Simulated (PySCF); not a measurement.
A structure optimised at PBE0-D3(BJ)/def2-TZVP, used in a PySCF frequency run:

```xyz
3

Y      0.3167    -0.5012     0.0000
O     -1.0421    -1.6765     0.0000
Cl    -0.2362     1.9388     0.0000
```
Charge 0, spin multiplicity 1.

**Question.** Write its SMILES, formula and point group.

**Answer.** [O]=[Y][Cl], ClOY, Cs

**Question.** What are its rotational constants (standard atomic weights)?

**Answer.** 17.941, 2.5202, 2.2098 GHz
